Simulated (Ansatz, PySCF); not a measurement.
Energy difference 2 R1 + 0.5 R2 → P1 + P2, each structure at its B3LYP-D3(BJ)/def2-TZVP stationary point, reached from a drawn start (curvature not checked).
P1: Cl2 (SMILES ClCl), charge 0, multiplicity 1.
P2: H2O (SMILES O), charge 0, multiplicity 1.
R1, HCl (SMILES Cl) (charge 0, multiplicity 1):
```xyz
2

Cl     0.00000     0.00000     0.64101
H      0.00000     0.00000    -0.64101
```
R2: O2 (SMILES O=O), charge 0, multiplicity 3.

P less R. No zero-point or thermal terms; singlets are restricted closed shells; open shells are unrestricted; no spin–orbit coupling.

Frozen-core correlation throughout.

Codes used: Ansatz (a first-principles code) with Gaussian orbitals; PySCF for the D3/D4 terms. All values are computed, each at the level named.

Q: One of these levels gives -0.071 eV for the reaction energy. Which?
A) MP2/cc-pV(Q+d)Z
B) CCSD/cc-pV(D+d)Z
C) PBE-D3(BJ)/def2-TZVPP
D) SVWN5/def2-TZVPP

A: B, CCSD/cc-pV(D+d)Z. The others give -0.865 (SVWN5/def2-TZVPP), -0.624 (PBE-D3(BJ)/def2-TZVPP), -0.737 (MP2/cc-pV(Q+d)Z)
